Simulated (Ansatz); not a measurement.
Abridged output of a molecular run in Ansatz:

```
Functional definition: HF
1420 factors; integrals over basis functions are off by at most 1.1e-3 eV
mean field evaluation 1: about -56540.9588 eV, gradient 4.9e1 eV
mean field evaluation 2: about -56541.0553 eV, gradient 5.0e1 eV
mean field evaluation 4: about -56545.9347 eV, gradient 4.9e0 eV
mean field evaluation 8: about -56546.0077 eV, gradient 2.9e-1 eV
mean field -56546.00791169 eV, -2078.0274624940 hartree, gradient 8.9e-6 eV, S^2 0.000000; 0 other end points of the search recorded, 0 dependent functions left out
12 core orbitals not correlated: weight in the atoms' cores, before any rotation towards them, 1.000 or more for the frozen orbitals, at most 0.000 for the correlated occupied ones
reference -56546.00791169 eV, -2078.0274624940 hartree; 17, 17 occupied and 210, 210 virtual orbitals, 1420 factors
second order -22.80250475 eV of doubles, -0.00000000 eV of singles
cycle   1  -22.72577711 eV  change    7.7e-2 eV  update   1.1e-1
cycle   2  -23.33651122 eV  change   -6.1e-1 eV  update   3.4e-2
cycle   3  -23.46369953 eV  change   -1.3e-1 eV  update   1.7e-2
cycle   4  -23.45480177 eV  change    8.9e-3 eV  update   4.4e-3
cycle   5  -23.45341016 eV  change    1.4e-3 eV  update   2.4e-3
cycle   6  -23.45400364 eV  change   -5.9e-4 eV  update   7.5e-4
cycle   7  -23.45375105 eV  change    2.5e-4 eV  update   3.1e-4
cycle   8  -23.45371639 eV  change    3.5e-5 eV  update   8.6e-5
cycle   9  -23.45373911 eV  change   -2.3e-5 eV  update   3.1e-5
perturbative correction -0.90357182 eV, -0.0332056518 hartree
Total energy: -56570.36522263 eV, -2078.9225771607 hartree
```

Its atoms:

```xyz
11

C    -1.292    0.835   -1.116
Ga    0.138    0.300    0.108
C     0.700   -1.506    0.648
O     1.027    1.705    0.799
H    -1.118    0.428   -2.116
H    -1.345    1.922   -1.184
H    -2.259    0.456   -0.776
H     1.084   -2.055   -0.216
H    -0.149   -2.071    1.039
H     1.480   -1.480    1.411
H     1.733    1.466    1.402
```

Task: Which basis set was used?
A. def2-SVP
B. def2-QZVPP
C. def2-TZVPP
D. def2-SVPD

Result: C. It gives 239 functions.

Task: Write the keys of the input that set method, charge and spin (a neutral closed shell needs none for the last two).

Result: 
```yaml
correlation: {method: ccsd_t}
```
